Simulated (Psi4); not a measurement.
C$_{5}$H$_{9}$O$_{2}$, doublet, geometry from GFN2-xTB; Psi4 1.11 with BLYP/aug-pcseg-1.

Psi4 was given this input:
```
memory 2 GB

molecule {
0 2
C    -0.14725074   -1.57424884   -0.32227522
C    -0.49562174   -0.14581015   -0.38308174
C    -0.27526025    0.49487532   -1.74875836
C    -1.87333563    0.17270945    0.18811463
C     0.59990041    0.23113269    0.62417421
O     0.44461259    0.28549234    1.81990874
O     1.79485270    0.43797681    0.04123160
H    -0.56203303   -2.19821055    0.44562544
H     0.64155450   -1.96383193   -0.93702758
H    -0.35837082    1.57649780   -1.67579369
H    -1.03114639    0.13148862   -2.44101372
H     0.70753597    0.24738937   -2.13854323
H    -2.03841566    1.24727434    0.19469124
H    -2.64144344   -0.29952853   -0.41905745
H    -1.94900348   -0.19261650    1.20844066
H     2.46500752    0.59183325    0.72451441
}

set {
  basis aug-pcseg-1
  reference uks
}

energy('blyp')
print_variables()
```

**Question.** What does Psi4 print? Leave out banner, timings and long lists.

**Answer.** 
```
   => Loading Basis Set <=

    Name: AUG-PCSEG-1
    Role: ORBITAL
    Keyword: BASIS

         ---------------------------------------------------------
                                   SCF
               by Justin Turney, Rob Parrish, Andy Simmonett
                          and Daniel G. A. Smith
                              UKS Reference
         ---------------------------------------------------------

  ==> Geometry <==

    Molecular point group: c1
    Full point group: C1

    Geometry (in Angstrom), charge = 0, multiplicity = 2:

       Center              X                  Y                   Z               Mass
    ------------   -----------------  -----------------  -----------------  -----------------
         C           -0.193932091950    -1.582652713368    -0.371644533204    12.000000000000
         C           -0.542303091950    -0.154214023368    -0.432451053204    12.000000000000
         C           -0.321941601950     0.486471446632    -1.798127673204    12.000000000000
         C           -1.920016981950     0.164305576632     0.138745316796    12.000000000000
         C            0.553219058050     0.222728816632     0.574804896796    12.000000000000
         O            0.397931238050     0.277088466632     1.770539426796    15.994914619570
         O            1.748171348050     0.429572936632    -0.008137713204    15.994914619570
         H           -0.608714381950    -2.206614423368     0.396256126796     1.007825032230
         H            0.594873148050    -1.972235803368    -0.986396893204     1.007825032230
         H           -0.405052171950     1.568093926632    -1.725163003204     1.007825032230
         H           -1.077827741950     0.123084746632    -2.490383033204     1.007825032230
         H            0.660854618050     0.238985496632    -2.187912543204     1.007825032230
         H           -2.085097011950     1.238870466632     0.145321926796     1.007825032230
         H           -2.688124791950    -0.307932403368    -0.468426763204     1.007825032230
         H           -1.995684831950    -0.201020373368     1.159071346796     1.007825032230
         H            2.418326168050     0.583429376632     0.675145096796     1.007825032230

  Running in c1 symmetry.

  Rotational constants: A =      0.11519  B =      0.08535  C =      0.06870 [cm^-1]
  Rotational constants: A =   3453.39109  B =   2558.58140  C =   2059.59861 [MHz]
  Nuclear repulsion =  321.307504346027770

  Charge       = 0
  Multiplicity = 2
  Electrons    = 55
  Nalpha       = 28
  Nbeta        = 27

  ==> Algorithm <==

  SCF Algorithm Type is DF.
  DIIS enabled.
  MOM disabled.
  Fractional occupation disabled.
  Guess Type is SAD.
  Energy threshold   = 1.00e-06
  Density threshold  = 1.00e-06
  Integral threshold = 1.00e-12

  ==> Primary Basis <==

  Basis Set: AUG-PCSEG-1
    Blend: AUG-PCSEG-1
    Number of shells: 108
    Number of basis functions: 242
    Number of Cartesian functions: 256
    Spherical Harmonics?: true
    Max angular momentum: 2

  ==> DFT Potential <==

   => LibXC <=

    Version 7.1.2
    S. Lehtola, C. Steigemann, M. J. T. Oliveira, and M. A. L. Marques,  SoftwareX 7, 1–5 (2018) (10.1016/j.softx.2017.11.002)

   => Composite Functional: BLYP <=

    BLYP GGA Exchange-Correlation Functional

    P.J. Stephens et. al., J. Phys. Chem., 98, 11623-11627, 1994
    B. Miehlich et. al., Chem. Phys. Lett., 157(3), 200-206 1989

    Deriv               =              1
    GGA                 =           TRUE
    Meta                =          FALSE

    Exchange Hybrid     =          FALSE
    MP2 Hybrid          =          FALSE

   => Exchange Functionals <=

    1.0000     XC_GGA_X_B88

   => Correlation Functionals <=

    1.0000     XC_GGA_C_LYP

   => LibXC Density Thresholds  <==

    XC_GGA_C_LYP:  1.00E-14
    XC_GGA_X_B88:  1.00E-15

   => Molecular Quadrature <=

    Radial Scheme          =       TREUTLER
    Pruning Scheme         =           NONE
    Nuclear Scheme         =       TREUTLER

    Blocking Scheme        =         OCTREE
    BS radius alpha        =              1
    Pruning alpha          =              1
    Radial Points          =             75
    Spherical Points       =            302
    Total Points           =         339455
    Total Blocks           =           2530
    Max Points             =            256
    Max Functions          =            239
    Weights Tolerance      =       1.00E-15

   => Loading Basis Set <=

    Name: (AUG-PCSEG-1 AUX)
    Role: JKFIT
    Keyword: DF_BASIS_SCF

  ==> Integral Setup <==

  SCF_SUBTYPE=INCORE selected. In-core MEM_DF algorithm will be used.
  Using in-core AOs.

  ==> MemDFJK: Density-Fitted J/K Matrices <==

    J tasked:                   Yes
    K tasked:                    No
    wK tasked:                   No
    Algorithm:                 Core
    Schwarz Cutoff:           1E-12
    Mask sparsity (%):       0.8674
    Fitting Condition:        1E-10

   => Auxiliary Basis Set <=

  Basis Set: (AUG-PCSEG-1 AUX)
    Blend: DEF2-UNIVERSAL-JKFIT
    Number of shells: 229
    Number of basis functions: 691
    Number of Cartesian functions: 811
    Spherical Harmonics?: true
    Max angular momentum: 4

  Minimum eigenvalue in the overlap matrix is 7.3854219747E-06.
  Reciprocal condition number of the overlap matrix is 3.9770071095E-07.
    Using symmetric orthogonalization.

  ==> Pre-Iterations <==

  SCF Guess: Superposition of Atomic Densities via on-the-fly atomic UHF (no occupation information).

   -------------------------
    Irrep   Nso     Nmo
   -------------------------
     A        242     242
   -------------------------
    Total     242     242
   -------------------------

  ==> Iterations <==

                           Total Energy        Delta E     RMS |[F,P]|

   @DF-UKS iter SAD:  -345.46900066242699   -3.45469e+02   0.00000e+00
   @DF-UKS iter   1:  -345.16309529201294    3.05905e-01   5.80454e-03 DIIS/ADIIS
   @DF-UKS iter   2:  -339.98602409039773    5.17707e+00   1.31757e-02 DIIS/ADIIS
   @DF-UKS iter   3:  -346.03458869644584   -6.04856e+00   2.30653e-03 DIIS/ADIIS
   @DF-UKS iter   4:  -346.09288275630246   -5.82941e-02   1.85528e-03 DIIS/ADIIS
   @DF-UKS iter   5:  -346.16281490014751   -6.99321e-02   8.08460e-04 DIIS/ADIIS
   @DF-UKS iter   6:  -346.17644957980787   -1.36347e-02   2.40167e-04 DIIS/ADIIS
   @DF-UKS iter   7:  -346.17759204153424   -1.14246e-03   9.18002e-05 DIIS
   @DF-UKS iter   8:  -346.17779634359732   -2.04302e-04   1.69983e-05 DIIS
   @DF-UKS iter   9:  -346.17780403978298   -7.69619e-06   5.53889e-06 DIIS
   @DF-UKS iter  10:  -346.17780488775844   -8.47975e-07   2.60571e-06 DIIS
   @DF-UKS iter  11:  -346.17780510215266   -2.14394e-07   5.93425e-07 DIIS
  Energy and wave function converged.

  ==> Post-Iterations <==

   Electrons on quadrature grid:
      Nalpha   =   28.0000317655 ; deviation = 3.177e-05
      Nbeta    =   27.0000214573 ; deviation = 2.146e-05
      Ntotal   =   55.0000532228 ; deviation = 5.322e-05

   @Spin Contamination Metric:   3.423161605E-03
   @S^2 Expected:                7.500000000E-01
   @S^2 Observed:                7.534231616E-01
   @S   Expected:                5.000000000E-01
   @S   Observed:                5.000000000E-01

    Orbital Energies [Eh]
    ---------------------

    Alpha Occupied:

[...]
      28A     -0.173160

    Alpha Virtual:

[...]
     242A      3.719120

    Beta Occupied:

[...]
    Beta Virtual:

[...]
    Final Occupation by Irrep:
              A
    DOCC [    27 ]
    SOCC [     1 ]
    NA   [    28 ]
    NB   [    27 ]

  @DF-UKS Final Energy:  -346.17780510215266

   => Energetics <=

    Nuclear Repulsion Energy =            321.3075043460277698
    One-Electron Energy =               -1106.6470201669471862
    Two-Electron Energy =                 486.7278454220587491
    DFT Exchange-Correlation Energy =     -47.5661347032920787
    Empirical Dispersion Energy =           0.0000000000000000
    VV10 Nonlocal Energy =                  0.0000000000000000
    Total Energy =                       -346.1778051021526608

  UHF NO Occupations:
  HONO-2 :   26  A 1.9994141
  HONO-1 :   27  A 1.9992056
  HONO-0 :   28  A 1.0000000
  LUNO+0 :   29  A 0.0007944
  LUNO+1 :   30  A 0.0005859
  LUNO+2 :   31  A 0.0001497
  LUNO+3 :   32  A 0.0001262

Computation Completed

Properties will be evaluated at   0.000000,   0.000000,   0.000000 [a0]

Properties computed using the SCF density matrix

 Multipole Moments:

 ------------------------------------------------------------------------------------
     Multipole            Electronic (a.u.)      Nuclear  (a.u.)        Total (a.u.)
 ------------------------------------------------------------------------------------

 L = 1.  Multiply by 2.5417464519 to convert [e a0] to [Debye]
 Dipole X            :          5.0099660           -4.8518238            0.1581422
 Dipole Y            :          0.8178092           -0.8734563           -0.0556471
 Dipole Z            :          4.5012259           -5.1311966           -0.6299707
 Magnitude           :                                                    0.6518962

 ------------------------------------------------------------------------------------

  Variable Map:
  ----------------------------------------------------------------------------
[...]
  Array Variable Map:
  ----------------------------------------------------------------------------
[...]
[...]
```
